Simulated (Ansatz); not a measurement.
Computed with Ansatz on PBE0-D4/def2-TZVP structures; ΔE is electronic, products minus reactants. CCSD(T)/CBS adds triple-zeta CCSD(T) − MP2 to the extrapolated MP2 energy (def2 sets, frozen cores). This one scheme is used for every species. DFT in def2-TZVPP. B3LYP here is the variant with VWN-RPA as its local correlation; programs differ in this. Elements past krypton have def2 core potentials. For Sn outer-core shells are correlated without core-valence functions, which leaves a few kJ/mol of doubt a bond. One conformer a species, not always the lowest.

Consider the cleavage of the Sn–Si bond: `[F][SnH]([SiH3])[Cl]` + CH₃NH₂ → `C[NH][SnH]([F])[Cl]` + SiH₄.

`[F][SnH]([SiH3])[Cl]`:

Cartesian coordinates in Å:
```
F 0.196 -0.457 2.443
Sn 0.381 0.665 0.893
Si -0.210 -0.791 -1.131
Cl -1.283 2.269 1.157
H 1.870 1.459 1.123
H 0.793 -1.878 -1.245
H -0.180 0.071 -2.338
H -1.567 -1.337 -0.901
```

CH₃NH₂:

Z-matrix (Å, degrees):
```
C
N 1 1.453
H 1 1.092 2 109.4
H 1 1.100 2 115.4 3 -121.6
H 1 1.092 2 109.4 3 116.8
H 2 1.012 1 110.6 3 62.6
H 2 1.012 1 110.6 3 -179.3
```

`C[NH][SnH]([F])[Cl]`:

Cartesian coordinates in Å:
```
C 0.897 0.881 -0.782
N -0.492 0.534 -0.509
Sn -0.889 -0.814 0.901
F -0.064 -0.071 2.456
Cl 0.286 -2.797 0.607
H 1.461 0.104 -1.311
H 0.933 1.797 -1.379
H 1.411 1.090 0.159
H -1.021 0.395 -1.359
H -2.523 -1.118 1.217
```

SiH₄:

Cartesian coordinates in Å:
```
Si 0.000 0.000 0.000
H -0.963 -0.949 -0.612
H -0.719 0.900 0.936
H 0.644 0.807 -1.067
H 1.038 -0.758 0.742
```

```
             level  ΔE (eV)
            PBE-D4     0.39
        r2SCAN0-D4     0.34
           ωB97X-V     0.27
           ωB97M-V     0.28
             B3LYP     0.35
RPA@PBE/def2-TZVPP     0.17
SCS-MP2/def2-TZVPP     0.16
      HF/CBS(def2)     0.24
```

Question: What does CCSD(T)/CBS give? (Best estimate.)

Answer: Ansatz gave: +0.24 eV. The listed levels differ from it by 0.15, 0.10, 0.03, 0.04, 0.11, -0.07, -0.08, 0.00 eV.

Largest T1 diagnostic among the species: 0.013.

At CCSD(T), def2-SVP lies −0.05 eV from the extrapolated value and def2-TZVPP −0.03 eV. From BLYP to BHLYP (50 % exact exchange), in def2-TZVPP and without D4, ΔE moves by −0.03 eV. The D4 term adds −0.04 eV with B3LYP and −0.02 eV with PBE0; it sums over pairs of atoms, weighted by their polarisabilities, and B3LYP, whose exchange is more repulsive, gets the larger term.
